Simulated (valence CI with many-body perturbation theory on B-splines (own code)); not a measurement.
# E1 transitions of Lu LVIII

Calculated by configuration interaction combined with many-body perturbation theory (CI+MBPT): four valence electrons over a frozen Dirac-Fock core [Ne], a basis of 11 s, 11 p, 10 d, 8 f, 5 g, 2 h functions for each j, with the one-electron correlation potential Σ1, the two-electron term Σ2, the three-electron term Σ3, Breit, model QED; selected CI, second order for the rest, scaled by the run's own slope (own B-spline code, finite nucleus).

The last digits are not significant, and no measured levels were compared; by estimate large intervals hold to a few tenths of a per cent, small ones and those within an open d or f shell to about a per cent. Among the levels kept, up to 560 cm⁻¹ of a level comes from second order outside the variational space, and about a tenth of that is noise between levels of different J, which matters for small intervals.

Lines 51 to 100 of 550 in falling wavelength, among levels below 110.21 Ry, chosen from the strongest by gf and those to the six lowest levels. Wavelengths and rates use the calculated energies. Electric multipoles are in the length gauge, E1 and E2 with the static RPA response of the core. Weak lines are less certain than strong ones. Lines between different terms over intervals too small for the method are left out, as are lines whose strength nearly cancels. The highest levels of a list are the least certain.

Levels are named by their leading jj configuration (3d3/2^4 stands for four electrons in 3d with j = 3/2), which in mixed levels can hold well under half, so a name can repeat and another be missing. Letters in brackets count levels of one name in rising energy.

```csv
λ vac (nm),Upper,Lower,A (s⁻¹),S (a.u.) with core polarisation,S without
7.085,(3p1/2^2 3d3/2 3d5/2) J=2,(3s 3p1/2 3d3/2 3d5/2) J=2 [b],3.26e+10,2.86e-02,2.91e-02
7.069,(3s 3p1/2^2 3p3/2) J=1,(3s^2 3p1/2 3p3/2) J=2,3.86e+10,2.02e-02,2.05e-02
7.041,(3p1/2^2 3p3/2 3d5/2) J=2,(3s 3p1/2 3p3/2 3d5/2) J=1 [a],2.18e+10,1.88e-02,1.91e-02
7.025,(3p1/2^2 3p3/2 3d5/2) J=2,(3s 3p1/2 3p3/2 3d5/2) J=3 [b],2.58e+10,2.21e-02,2.24e-02
7.019,(3p1/2^2 3p3/2 3d5/2) J=1,(3s 3p1/2 3p3/2 3d5/2) J=1 [c],3.67e+10,1.88e-02,1.91e-02
7.008,(3p1/2^2 3d3/2^2) J=2,(3s 3p1/2 3d3/2^2) J=3,5.15e+10,4.37e-02,4.44e-02
6.992,(3s 3p1/2 3p3/2^2) J=2 [b],(3s^2 3p3/2^2) J=2,2.22e+10,1.87e-02,1.90e-02
6.945,(3p1/2 3p3/2^3) J=1,(3s 3p3/2^3) J=2,4.19e+10,2.08e-02,2.11e-02
6.887,(3s 3p1/2 3d3/2 3d5/2) J=3 [b],(3s 3p1/2 3p3/2 3d5/2) J=4 [c],1.79e+10,2.02e-02,2.05e-02
6.864,(3s 3p1/2 3d3/2 3d5/2) J=3 [a],(3s 3p1/2 3p3/2 3d5/2) J=4 [b],1.59e+10,1.78e-02,1.81e-02
6.800,(3s 3p1/2 3p3/2 3d5/2) J=3 [c],(3s^2 3p3/2 3d5/2) J=4,2.82e+10,3.06e-02,3.11e-02
6.800,(3p1/2 3p3/2^2 3d5/2) J=3,(3s 3p3/2^2 3d5/2) J=4 [a],4.39e+10,4.76e-02,4.84e-02
6.778,(3p1/2^2 3d5/2^2) J=4,(3s 3p1/2 3d5/2^2) J=5,6.69e+10,9.25e-02,9.40e-02
6.773,(3p1/2^2 3d3/2 3d5/2) J=4,(3s 3p1/2 3d3/2 3d5/2) J=4 [b],2.20e+10,3.04e-02,3.09e-02
6.727,(3s 3p1/2^2 3p3/2) J=1,(3s^2 3p1/2 3p3/2) J=1,1.27e+10,5.71e-03,5.80e-03
6.708,(3s 3p1/2 3p3/2 3d3/2) J=2 [e],(3s^2 3p3/2 3d3/2) J=3,3.05e+10,2.27e-02,2.31e-02
6.702,(3s 3p1/2 3p3/2 3d5/2) J=4 [c],(3s^2 3p3/2 3d5/2) J=4,1.76e+10,2.35e-02,2.39e-02
6.696,(3p1/2 3p3/2^2 3d5/2) J=4 [a],(3s 3p3/2^2 3d5/2) J=5,4.19e+10,5.59e-02,5.68e-02
6.681,(3p1/2^2 3d3/2 3d5/2) J=4,(3s 3p1/2 3d3/2 3d5/2) J=5,6.97e+10,9.23e-02,9.37e-02
6.659,(3s 3p1/2^2 3d3/2) J=1,(3s 3p1/2^2 3p3/2) J=1,1.38e+10,6.03e-03,6.12e-03
6.654,(3p1/2^2 3p3/2 3d5/2) J=2,(3s 3p1/2 3p3/2 3d5/2) J=3 [a],2.40e+10,1.74e-02,1.77e-02
6.631,(3p1/2^2 3d3/2 3d5/2) J=3,(3s 3p1/2 3d3/2 3d5/2) J=2 [a],1.47e+10,1.48e-02,1.51e-02
6.612,(3p1/2 3p3/2^2 3d3/2) J=2 [b],(3s 3p3/2^2 3d3/2) J=3 [a],2.73e+10,1.95e-02,1.98e-02
6.604,(3p1/2 3p3/2^2 3d5/2) J=4 [b],(3s 3p3/2^2 3d5/2) J=4 [a],3.11e+10,3.98e-02,4.04e-02
6.572,(3p1/2^2 3d3/2 3d5/2) J=3,(3s 3p1/2 3d3/2 3d5/2) J=4 [a],6.08e+10,5.96e-02,6.05e-02
6.571,(3p1/2^2 3p3/2 3d5/2) J=4,(3s 3p1/2 3p3/2 3d5/2) J=5,6.36e+10,8.02e-02,8.15e-02
6.565,(3p1/2 3p3/2^2 3d3/2) J=3 [b],(3s 3p3/2^2 3d3/2) J=4,5.49e+10,5.36e-02,5.45e-02
6.517,(3p1/2 3p3/2^2 3d5/2) J=5,(3s 3p3/2^2 3d5/2) J=5,3.22e+10,4.83e-02,4.91e-02
6.513,(3p1/2^2 3p3/2 3d3/2) J=2,(3s 3p1/2 3p3/2 3d3/2) J=3 [a],4.49e+10,3.06e-02,3.11e-02
6.509,(3p1/2^2 3p3/2 3d3/2) J=3,(3s 3p1/2 3p3/2 3d3/2) J=4,7.66e+10,7.30e-02,7.42e-02
6.459,(3p1/2^2 3d3/2^2) J=2,(3s 3p1/2 3d3/2^2) J=2 [a],3.83e+10,2.54e-02,2.58e-02
6.422,(3s 3p1/2^2 3d3/2) J=2,(3s 3p1/2^2 3p3/2) J=1,5.49e+09,3.59e-03,3.65e-03
6.414,(3s 3p1/2 3p3/2 3d3/2) J=2 [b],(3s 3p1/2 3p3/2^2) J=3,5.45e+10,3.55e-02,3.60e-02
6.393,(3s 3p1/2 3d3/2 3d5/2) J=3 [b],(3s 3p1/2 3p3/2 3d5/2) J=4 [b],2.58e+10,2.33e-02,2.37e-02
6.351,(3p1/2^2 3d5/2^2) J=4,(3s 3p1/2 3d5/2^2) J=4 [a],1.23e+10,1.40e-02,1.43e-02
6.230,(3p1/2^2 3d3/2 3d5/2) J=2,(3s 3p1/2 3d3/2 3d5/2) J=3 [b],4.45e+10,2.65e-02,2.69e-02
6.197,(3s^2 3p1/2 3d3/2) J=2,(3s^2 3p1/2 3p3/2) J=2,8.45e+09,4.96e-03,5.03e-03
6.162,(3p1/2^2 3d3/2^2) J=2,(3p1/2^2 3p3/2 3d3/2) J=3,3.04e+10,1.75e-02,1.78e-02
6.076,(3p1/2^2 3p3/2 3d3/2) J=1,(3s 3p1/2 3p3/2 3d3/2) J=2 [b],7.16e+10,2.38e-02,2.41e-02
5.933,(3s^2 3p1/2 3d3/2) J=2,(3s^2 3p1/2 3p3/2) J=1,3.12e+08,1.61e-04,1.63e-04
5.896,(3p1/2^2 3p3/2 3d5/2) J=4,(3s 3p1/2 3p3/2 3d5/2) J=4 [a],3.25e+10,2.96e-02,3.01e-02
5.825,(3s 3p1/2^2 3d3/2) J=1,(3s 3p1/2^2 3p3/2) J=2,4.99e+09,1.46e-03,1.48e-03
5.773,(3s 3p1/2 3d3/2 3d5/2) J=4 [b],(3s 3p1/2 3p3/2 3d5/2) J=4 [b],2.03e+10,1.74e-02,1.76e-02
5.643,(3s 3p1/2^2 3d3/2) J=2,(3s 3p1/2^2 3p3/2) J=2,1.28e+10,5.67e-03,5.75e-03
5.385,(3p1/2^2 3d3/2 3d5/2) J=4,(3p1/2^2 3p3/2 3d5/2) J=4,3.19e+10,2.21e-02,2.24e-02
5.314,(3s 3p1/2 3d3/2 3d5/2) J=5,(3s 3p1/2 3p3/2 3d5/2) J=5,2.08e+10,1.70e-02,1.72e-02
5.146,(3s^2 3p1/2 3d3/2) J=1,(3s^2 3p1/2 3p3/2) J=2,4.43e+09,8.93e-04,9.09e-04
5.125,(3s 3p1/2^2 3d5/2) J=3,(3s^2 3p1/2 3d3/2) J=2,2.84e+08,1.32e-04,1.34e-04
4.962,(3s^2 3p1/2 3d3/2) J=1,(3s^2 3p1/2 3p3/2) J=1,2.56e+09,4.64e-04,4.69e-04
4.859,(3s 3p1/2^2 3d5/2) J=2,(3s^2 3p1/2 3d3/2) J=2,8.23e+08,2.33e-04,2.37e-04
```
